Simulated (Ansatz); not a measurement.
## Relative stability

The two ends of one reaction step of GeSiH4Cl2, singlet (PBE0-D4/def2-TZVP).

A:

Ge1  (-0.003, 0.209, 1.266)
Si2  (-0.558, 0.276, -2.108)
H3  (-0.753, 0.573, -0.072)
Cl4  (-0.834, -1.797, -1.973)
Cl5  (1.538, 0.400, -2.051)
H6  (-1.078, 0.089, 2.352)
H7  (0.961, 1.362, 1.553)
H8  (0.727, -1.113, 1.033)
(Å)

B:

Ge1  (-0.109, 0.363, 1.187)
Si2  (0.218, -0.401, -1.038)
H3  (1.412, -1.257, -1.223)
Cl4  (-1.411, -1.499, -1.627)
Cl5  (0.431, 1.212, -2.288)
H6  (-1.376, 1.227, 1.236)
H7  (1.103, 1.197, 1.627)
H8  (-0.268, -0.842, 2.126)
(Å)

Program: Ansatz 0.2.0. Basis: def2-TZVPP. Cores are frozen in the correlated methods. Filled d shells of the heavier atoms are correlated. The def2 sets are not built for correlating such inner shells, so the correlated values are less sure here. B3LYP uses VWN-RPA correlation.

Which structure is lower at CCSD(T), and by how much? (To be estimated.)

By the calculation: B, by 1.559 eV (electronic energy, against the other). By their contacts, A is a complex of SiCl₂ + GeH₄ and B is GeSiH₄Cl₂ ([Cl][SiH]([Cl])[GeH3]).

All methods give the same order:

```
      method  E(B) − E(A) (eV)
       SPW92            -1.448
      PBE-D4            -1.373
     BLYP-D4            -1.204
   r2SCAN-D4            -1.590
      B97M-V            -1.451
     PBE0-D4            -1.567
    B3LYP-D4            -1.384
  r2SCAN0-D4            -1.679
    BHLYP-D4            -1.579
CAM-B3LYP-D4            -1.522
     wB97X-V            -1.668
     wB97M-V            -1.435
      B2PLYP            -1.507
    PBE-QIDH            -1.726
  RPA on PBE            -1.464
          HF            -1.721
         MP2            -1.661
        CCSD            -1.597
     CCSD(T)            -1.559
```

T1 diagnostic: at most 0.013.

Labels in which every atom is bracketed show which atoms are joined, not bond orders.

For scale, one of the runs: CCSD(T)/def2-TZVPP, 230 basis functions (an equivalent command: `ansatz run in.yaml --threads 4`). Time: 2.1 min of wall clock on 4 CPU threads; the host was shared. Peak host memory: 3.5 GiB.
